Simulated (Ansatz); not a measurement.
Compare A (`[SiH3][N]1[CH2][AlH]1`) with its isomer B (`N=[C]([AlH2])[SiH3]`).

Calculated with Ansatz (gas phase, PBE0-D4/def2-TZVP geometries, no zero-point term in ΔE). CCSD(T)/CBS is the MP2 limit (def2-TZVPP, def2-QZVPP) plus CCSD(T) − MP2 in def2-TZVPP, frozen cores. Functionals use def2-TZVPP. Each species was taken in one conformer, which may not be the lowest.

Task: Which isomer does CCSD(T)/CBS put lower? Give the gap. (Best estimate.)

Result: The calculation gave: A, by 21.4 kcal/mol.

Task: Give E(B) − E(A) in kcal/mol with PBE0-D4, LDA (SPW92), r2SCAN-D4, CCSD/def2-TZVPP, BLYP-D4, B2PLYP, PBE-D4. (Estimate.)

Result: Ansatz gave: PBE0-D4 22.4, LDA (SPW92) 26.8, r2SCAN-D4 23.5, CCSD/def2-TZVPP 20.6, BLYP-D4 17.4, B2PLYP 21.2, PBE-D4 20.4. None reverses the order clearly.

Task: Does the order hold for the free energy at 298.15 K (harmonic terms from PBE0-D4)? (Best estimate.)

Result: The calculation gave: Yes: G(B) − G(A) = +17.6 kcal/mol, for one conformer each.

Largest T1 diagnostic: 0.014.

From r2SCAN to r2SCAN0 (25 % exact exchange), in def2-TZVPP and without D4, E(B) − E(A) moves by +1.1 kcal/mol. Leaving LDA and LC-ωPBE aside and taking each functional with its dispersion term where it has one, the values, not all of them listed here, spread over 7.2 kcal/mol, from BLYP-D4 to r2SCAN0-D4. LDA lies +6.4 kcal/mol from PBE without D4.
